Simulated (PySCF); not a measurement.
# Checking a proposed structure

A compound C₄H₉O₂PSi gives the data below (simulated from a calculation) and was assigned the structure `COC(=O)/P=C(\C)[SiH3]`.

13C{1H} NMR (computed): δ 207.7 (C), 200.0 (CH), 39.4 (CH), 11.7 (CH3).

1H NMR (600 MHz, computed): δ 9.39 (s, 1H), 4.92 (m, 1H), 3.99 (m, 1H), 2.83 (m, 1H), 1.55 (d, 3H), 1.24 (m, 2H).

[PySCF 2.14.0 with density-fitted response routines: GFN2-xTB geometry; NMR shieldings at PBE0/pcSseg-1/GIAO; gas phase; a single conformation; rapidly exchanging positions averaged; relativity neglected]

Referencing at the same level of theory: TMS for 1H (σref 31.72) and 13C (σref 186.93).

Question: Compare with the shifts computed for the proposed structure, pairing carbons in order of shift.

Answer: Atoms are numbered as in `[CH3:1][O:2][C:3](=[O:4])/[P:5]=[C:6](\[CH3:7])[SiH3:8]`. Each H is labelled by its parent atom.

| atom | computed for proposal | given list | difference |
| --- | --- | --- | --- |
| C6 | 222.5 | 207.7 | +14.8 |
| C3 | 184.3 | 200.0 | -15.7 |
| C1 | 53.3 | 39.4 | +13.9 |
| C7 | 29.8 | 11.7 | +18.1 |

The rms difference is 15.7 ppm and the largest +18.1 ppm at C7 (methyl carbon). The carbon types in order of shift don't match either: C, C, CH3, CH3 for the proposal against C, CH, CH, CH3 in the data. The proposal doesn't fit.

Question: Which isomer fits?

Answer: `C[C@@H]([SiH2]P)C(=O)C=O`.

δC 207.7: ketone carbonyl carbon; the double bond to the heteroatom, with no lone-pair donor beside it, deshields it most. δC 200.0: aldehyde carbonyl carbon; the double bond to the heteroatom, with no lone-pair donor beside it, deshields it most. δH 9.39: hydrogen on an aldehyde carbonyl carbon; the formyl region, downfield of aromatic protons. δH 2.83: hydrogen on an sp3 CH bonded to Si, α to a carbonyl; α to C=O.

This is the structure that produced the data.

Splittings by 31P in the carbon and heteronuclear signals aren't shown, as no couplings were computed. Shifts are as computed. Against solution values, carbons near 30 ppm lie about +3 ppm off and those near 130 ppm about +5 ppm. Of 1309 compounds with measured shifts, 239 miss one by over three times the rms of a fit or turn the order of signals round; such compounds aren't used in these exercises. No couplings were computed; multiplicities are counted from neighbouring protons, with m where these are inequivalent, close in shift, in a saturated or five-membered ring or joined by F or P, and br s for small geminal =CH2 splittings.
